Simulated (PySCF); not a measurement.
Potential energy surface of H2Mg, singlet: symmetric bend, bond length relaxed. Scanned: H-Mg-H angle. Other coordinates (Mg-H bond length) were minimised at B3LYP/def2-TZVP.

- PBE/cc-pVTZ (PySCF)
- B3LYP/cc-pVTZ (PySCF)
- CCSD(T) on RHF/cc-pVTZ, 1 core orbital frozen (PySCF)

Energies relative to the lowest point of each profile, in kcal/mol; the last columns give the difference from CCSD(T):

```
a / °   PBE  B3LYP  CCSD(T)  PBE − CCSD(T)  B3LYP − CCSD(T)
-----  ----  -----  -------  -------------  ---------------
180     0.0    0.0      0.0            0.0              0.0
170     0.3    0.3      0.5           -0.2             -0.1
160     1.3    1.3      1.8           -0.5             -0.5
150     2.9    3.1      3.9           -1.0             -0.8
140     5.3    5.6      6.7           -1.4             -1.1
130     8.4    8.9     10.1           -1.7             -1.3
120    12.5   13.2     14.4           -2.0             -1.3
110    17.6   18.5     19.8           -2.2             -1.2
100    23.9   25.3     26.3           -2.4             -1.1
90     31.8   33.6     34.5           -2.7             -0.9
80        —   44.0     44.4              —             -0.5
70        —   56.9     56.7              —              0.2
60        —   72.8     71.6              —              1.2
```

PBE is furthest from CCSD(T) at 90 (-2.7 kcal/mol, below); its mean absolute difference over the points is 1.4 kcal/mol.

B3LYP is furthest from CCSD(T) at 120 (-1.3 kcal/mol, below); its mean absolute difference over the points is 0.8 kcal/mol.

Dashes: no converged value, or the column stops at the first point that the program doubted or that broke a chosen test of continuity, which isn't proof of a fault.
